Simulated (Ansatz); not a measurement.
Coupled-cluster diagnostics for the cluster K₂Se, Ansatz.

Geometry of the singlet (r2SCAN-D4/def2-TZVP):

```csv
atom,x (Å),y (Å),z (Å)
K1,-1.796,-1.988,0.848
K2,1.606,1.967,-1.204
Se3,0.190,0.021,0.356
```

Correlated methods freeze 19 core orbitals; core or outer-core shells of K, Se are correlated, in sets that lack core-valence functions. The structure comes from a short search, and lower isomers may exist.

Geometry of the charge 0 triplet (r2SCAN-D4/def2-TZVP):

Cartesian coordinates in Å:
```
K 0.138 2.206 0.080
K -0.194 -1.672 1.435
Se 0.056 -0.534 -1.515
```

Geometry of the charge 0 quintet (r2SCAN-D4/def2-TZVP):

```xyz
3

K    -1.328    0.391   -3.939
K     1.317   -0.647    3.909
Se    0.011    0.256    0.030
```

(1) Estimate the CCSD(T) correlation energy, the shares of MP2 and (T), T1 and the reference's ⟨S²⟩ for: charge 0, singlet, own geometry in def2-TZVPP; charge 0, singlet, own geometry in def2-TZVPD; charge 0, triplet, own geometry in def2-TZVPP; charge 0, quintet, own geometry in def2-TZVPP; charge 1, doublet, vertical in def2-TZVPP; charge -1, doublet, vertical in def2-TZVPD; and the rough time on 4 threads of Intel Xeon on a shared host.

## Answers

(1) 
```csv
state,basis,correlation (eV),MP2 share (%),(T) share (%),T1,⟨S²⟩ (pure),wall time,remarks
"charge 0, singlet, own geometry",def2-TZVPP,-17.497,93.8,2.6,0.011,0.00 (0.00),7 s,–
"charge 0, singlet, own geometry",def2-TZVPD,-17.584,93.8,2.7,0.011,0.00 (0.00),8.5 s,–
"charge 0, triplet, own geometry",def2-TZVPP,-16.596,92.6,2.2,0.012,2.01 (2.00),21 s,–
"charge 0, quintet, own geometry",def2-TZVPP,-15.792,92.2,1.9,0.013,6.01 (6.00),21 s,–
"charge 1, doublet, vertical",def2-TZVPP,-16.396,92.8,2.1,0.006,0.76 (0.75),19 s,–
"charge -1, doublet, vertical",def2-TZVPD,-17.813,93.3,2.9,0.063,0.75 (0.75),38 s,"HOMO above zero, large T1"
```
Customary marks for T1 are 0.02 (closed shells), 0.045 (open shells) and about 0.05 (3d metals). T1 exceeds 0.02 in 1 of 6 rows and 0.045 in 1; the higher it lies, the less the single-reference result can be trusted.
